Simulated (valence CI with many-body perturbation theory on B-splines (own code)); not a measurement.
**E1 transitions of Ga26+**

Method: relativistic CI+MBPT: three valence electrons over a frozen Dirac-Fock core [He], radial functions for each j: 11 s, 11 p, 10 d, 8 f, 5 g, 2 h, with the one-electron correlation potential Σ1 (screened to all orders), the two-electron term Σ2, the three-electron term Σ3, Breit, model QED; selected single and double excitations, second order for the rest, scaled by the run's own slope (own B-spline code, finite nucleus).

The last digits are not significant, and no measured levels were compared; by estimate large intervals hold to a few tenths of a per cent, small ones and those within an open d or f shell to about a per cent.

Lines 151 to 200 of 580 in falling wavelength, among levels below 17758 × 10³ cm⁻¹, chosen from the strongest by gf and those to the six lowest levels. Wavelengths and rates use the calculated energies. Electric multipoles are in the length gauge, E1 and E2 with the static RPA response of the core. Weak lines are less certain than strong ones. Lines between different terms over intervals too small for the method are left out, as are lines whose strength nearly cancels. Where a level lies close to another of its J and parity, the split of strength between their lines is uncertain. The highest levels of a list are the least certain.

Levels are named by their leading jj configuration (3d3/2^4 stands for four electrons in 3d with j = 3/2), which in mixed levels can hold well under half, so a name can repeat and another be missing. Letters in brackets count levels of one name in rising energy.

| λ vac (Å) | Upper | Lower | A (s⁻¹) | S (a.u.) |
| --- | --- | --- | --- | --- |
| 96.64 | (2s 2p3/2 3d5/2) J=5/2 [b] | (2s^2 3d5/2) J=5/2 | 3.46e+10 | 9.25e-02 |
| 96.26 | (2s 2p3/2 3p3/2) J=3/2 [b] | (2s^2 3p3/2) J=3/2 | 3.29e+10 | 5.79e-02 |
| 95.93 | (2s 2p3/2 3p1/2) J=3/2 [b] | (2s^2 3p1/2) J=1/2 | 2.94e+10 | 5.12e-02 |
| 95.77 | (2p3/2^2 3p3/2) J=7/2 | (2s 2p3/2 3p3/2) J=7/2 | 1.16e+10 | 4.02e-02 |
| 95.52 | (2p3/2^2 3d5/2) J=9/2 | (2s 2p3/2 3d5/2) J=9/2 | 9.94e+09 | 4.27e-02 |
| 93.72 | (2s 2p3/2 3d5/2) J=3/2 [b] | (2s^2 3d5/2) J=5/2 | 3.79e+10 | 6.16e-02 |
| 89.45 | (2p1/2 2p3/2^2) J=1/2 | (2s 2p1/2 2p3/2) J=3/2 [b] | 4.80e+10 | 3.39e-02 |
| 88.40 | (2s 2p1/2 2p3/2) J=1/2 | (2s^2 2p1/2) J=1/2 | 6.01e+10 | 4.10e-02 |
| 87.06 | (2s 2p3/2^2) J=1/2 | (2s^2 2p3/2) J=3/2 | 5.12e+10 | 3.34e-02 |
| 86.13 | (2s 2p3/2^2) J=3/2 | (2s^2 2p3/2) J=3/2 | 7.07e+10 | 8.92e-02 |
| 86.12 | (2p1/2^2 2p3/2) J=3/2 | (2s 2p1/2^2) J=1/2 | 1.79e+10 | 2.26e-02 |
| 83.62 | (2p1/2 2p3/2^2) J=5/2 | (2s 2p1/2 2p3/2) J=5/2 | 8.31e+09 | 1.44e-02 |
| 81.63 | (2p1/2 2p3/2^2) J=3/2 | (2s 2p1/2 2p3/2) J=3/2 [a] | 1.23e+10 | 1.33e-02 |
| 77.83 | (2p3/2^3) J=3/2 | (2s 2p1/2 2p3/2) J=3/2 [b] | 6.51e+09 | 6.06e-03 |
| 70.55 | (2s 2p3/2^2) J=3/2 | (2s^2 2p1/2) J=1/2 | 7.28e+09 | 5.05e-03 |
| 27.02 | (2s 2p1/2 4f7/2) J=9/2 | (2s 2p3/2 3d3/2) J=7/2 | 1.86e+11 | 1.81e-02 |
| 26.75 | (2s 2p1/2 4f7/2) J=5/2 | (2s 2p3/2 3d5/2) J=3/2 [a] | 3.01e+11 | 1.71e-02 |
| 26.38 | (2s 2p3/2 4f7/2) J=9/2 [b] | (2p1/2 2p3/2 3p3/2) J=7/2 | 1.29e+11 | 1.17e-02 |
| 26.14 | (2s 2p1/2 4f7/2) J=9/2 | (2s 2p3/2 3d5/2) J=7/2 [a] | 2.23e+11 | 1.97e-02 |
| 25.72 | (2s 2p3/2 4f5/2) J=3/2 [a] | (2s 2p3/2 3d5/2) J=1/2 | 3.95e+11 | 1.33e-02 |
| 25.72 | (2s 2p1/2 4f7/2) J=7/2 [a] | (2s 2p1/2 3d5/2) J=5/2 [b] | 5.18e+11 | 3.48e-02 |
| 25.71 | (2s 2p1/2 4f5/2) J=5/2 [a] | (2s 2p3/2 3s) J=3/2 [c] | 4.12e+11 | 2.07e-02 |
| 25.67 | (2s 2p3/2 4p3/2) J=5/2 [b] | (2s 2p3/2 3d5/2) J=7/2 [b] | 2.11e+11 | 1.06e-02 |
| 25.64 | (2s 2p3/2 4f7/2) J=3/2 | (2s 2p3/2 3d5/2) J=1/2 | 4.57e+12 | 1.52e-01 |
| 25.56 | (2s 2p3/2 4f7/2) J=7/2 [a] | (2s 2p3/2 3d3/2) J=7/2 | 9.14e+11 | 6.03e-02 |
| 25.53 | (2s 2p3/2 4f5/2) J=9/2 | (2s 2p3/2 3d3/2) J=7/2 | 6.82e+12 | 5.61e-01 |
| 25.53 | (2s 2p1/2 4f5/2) J=5/2 [a] | (2s 2p3/2 3s) J=3/2 [b] | 2.87e+11 | 1.42e-02 |
| 25.46 | (2s 2p3/2 4p3/2) J=7/2 | (2s 2p3/2 3d5/2) J=9/2 | 1.83e+11 | 1.19e-02 |
| 25.40 | (2s 2p1/2 4f5/2) J=7/2 | (2s 2p1/2 3d5/2) J=5/2 [b] | 1.01e+12 | 6.53e-02 |
| 25.38 | (2s 2p3/2 4s) J=3/2 [a] | (2s 2p3/2 3p3/2) J=5/2 [a] | 4.94e+11 | 1.60e-02 |
| 25.38 | (2s 2p1/2 4f5/2) J=5/2 [b] | (2s 2p1/2 3d5/2) J=5/2 [b] | 3.47e+11 | 1.68e-02 |
| 25.38 | (2s 2p3/2 4f5/2) J=5/2 [a] | (2s 2p3/2 3d5/2) J=3/2 [a] | 7.14e+11 | 3.45e-02 |
| 25.34 | (2s 2p1/2 4f7/2) J=5/2 | (2s 2p1/2 3d5/2) J=5/2 [b] | 2.37e+11 | 1.14e-02 |
| 25.33 | (2s 2p1/2 4f7/2) J=7/2 [b] | (2s 2p1/2 3d5/2) J=5/2 [b] | 5.31e+12 | 3.41e-01 |
| 25.31 | (2s 2p3/2 4f7/2) J=5/2 [a] | (2s 2p3/2 3d5/2) J=3/2 [a] | 4.26e+12 | 2.05e-01 |
| 25.30 | (2s 2p1/2 4f7/2) J=5/2 | (2s 2p3/2 3s) J=3/2 [c] | 3.46e+12 | 1.66e-01 |
| 25.28 | (2s 2p1/2 4s) J=1/2 [b] | (2s 2p1/2 3p3/2) J=3/2 [b] | 6.32e+11 | 1.01e-02 |
| 25.27 | (2s 2p1/2 4s) J=1/2 [a] | (2s 2p1/2 3p3/2) J=3/2 [a] | 8.39e+11 | 1.34e-02 |
| 25.27 | (2s 2p3/2 4f7/2) J=3/2 | (2s 2p3/2 3d5/2) J=3/2 [a] | 1.91e+12 | 6.07e-02 |
| 25.26 | (2s 2p1/2 4f5/2) J=5/2 [a] | (2s 2p1/2 3d3/2) J=3/2 [b] | 5.00e+11 | 2.39e-02 |
| 25.25 | (2p1/2^2 4s) J=1/2 | (2p1/2^2 3p3/2) J=3/2 | 7.05e+11 | 1.12e-02 |
| 25.23 | (2s 2p3/2 4f5/2) J=3/2 [b] | (2s 2p3/2 3d5/2) J=3/2 [b] | 8.54e+11 | 2.71e-02 |
| 25.21 | (2s 2p3/2 4f7/2) J=5/2 [b] | (2s 2p3/2 3d5/2) J=3/2 [b] | 5.73e+12 | 2.72e-01 |
| 25.18 | (2s 2p1/2 4s) J=3/2 | (2s 2p1/2 3p3/2) J=5/2 | 6.90e+11 | 2.17e-02 |
| 25.14 | (2s 2p1/2 4f5/2) J=5/2 [a] | (2s 2p1/2 3d5/2) J=5/2 [a] | 2.11e+11 | 9.95e-03 |
| 25.14 | (2s 2p3/2 4f5/2) J=7/2 [a] | (2s 2p3/2 3d5/2) J=5/2 [a] | 1.76e+11 | 1.10e-02 |
| 25.13 | (2s 2p1/2 4f7/2) J=5/2 | (2s 2p3/2 3s) J=3/2 [b] | 2.24e+12 | 1.05e-01 |
| 25.12 | (2s^2 4s) J=1/2 | (2s^2 3p3/2) J=3/2 | 9.47e+11 | 1.48e-02 |
| 25.11 | (2s 2p1/2 4f7/2) J=7/2 [a] | (2s 2p1/2 3d5/2) J=5/2 [a] | 3.35e+12 | 2.09e-01 |
| 25.11 | (2s 2p3/2 4f7/2) J=7/2 [b] | (2s 2p3/2 3d5/2) J=5/2 [b] | 5.81e+12 | 3.64e-01 |
